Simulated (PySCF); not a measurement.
diboron tetrafluoride anion (B₂F₄), SMILES FB(F)B(F)F (connectivity only; charge and spin as stated), charge -1, multiplicity 2. Atoms are numbered in the order given.

```xyz
6

F      0.0000     1.1520    -1.6179
B      0.0000     0.0000    -0.8185
F      0.0000    -1.1520    -1.6179
B      0.0000     0.0000     0.8185
F      0.0000     1.1520     1.6179
F      0.0000    -1.1520     1.6179
```
Charge -1, spin multiplicity 2.

Geometry optimised at PBE-D3(BJ)/def2-SVPD. The multiplicity is an assumed one; other spin states were not compared. Other conformers were not sampled.

These are M06-2X/def2-SVPD (PySCF) values and carry that method's errors.

Mulliken values depend strongly on the basis, most of all with diffuse functions as here. Atomic charges (e):

| atom | Mulliken | meta-Löwdin | Mulliken spin |
|---|---|---|---|
| F1 | -0.49 | -0.40 | 0.00 |
| B2 | 0.49 | 0.29 | 0.50 |
| F3 | -0.49 | -0.40 | 0.00 |
| B4 | 0.49 | 0.29 | 0.50 |
| F5 | -0.49 | -0.40 | 0.00 |
| F6 | -0.49 | -0.40 | 0.00 |
